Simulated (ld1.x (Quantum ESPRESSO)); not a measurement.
## silicon (Si): excitation energies, all-electron against PAW

```json
{
  "Element": "Si (Z = 14)",
  "Generator": "ld1.x (Quantum ESPRESSO) 7.5",
  "Type": "PAW",
  "Functional": "PBE",
  "Relativity": "scalar-relativistic",
  "Frozen core": "[Ne]",
  "Valence charge": "4",
  "Reference configuration": "3s2 3p1.5 (charge +0.5)",
  "Partial waves": "3s (bound): rcut 1.20, rcutus 1.45 bohr; 3s channel at 0.55 Ry: rcut 1.20, rcutus 1.45 bohr; 3p (bound): rcut 1.85, rcutus 2.40 bohr; 3p channel at 1.4 Ry: rcut 1.85, rcutus 2.40 bohr",
  "Local potential": "all-electron potential smoothed inside 1.80 bohr (lloc = -2)",
  "Core correction": "a·sin(br)/r model core, default radius (ld1.x builds one for every PAW set, though the input has nlcc=.false.)",
  "Augmentation charge": "PSQ, radius 1.20 bohr"
}
```

Energies are relative to the spin-unpolarised reference configuration 3s2 3p1.5; without spin polarisation the order of configurations can differ from experiment. Not all tests gave a result: 1 of 7 tests not solved or not reliable. Left out of the table: 3s2 3p2.3 (solver errors, printed error -84.7 eV).

(1) Give the all-electron excitation energy and the error of the potential for: 3s2 3p2; 3s2 3p1; 3s2 3p0; 3s1 3p2; 3s1 3p0; 3s1 3p3.

Note: ghost state, extra bound levels that the all-electron valence spectrum of the same l lacks: s at -101.9 eV. A true bound ghost makes a file unfit for plane-wave use.

Answers

(1)

```csv
valence configuration,charge,ΔE all-electron (eV),error AE − PS (meV)
3s2 3p2,0,-2.921,-1.2
3s2 3p1,+1,4.819,-1.5
3s2 3p0,+2,20.811,-14
3s1 3p2,+1,12.249,-3.0
3s1 3p0,+3,54.783,-73
3s1 3p3,0,3.893,-1.0
```
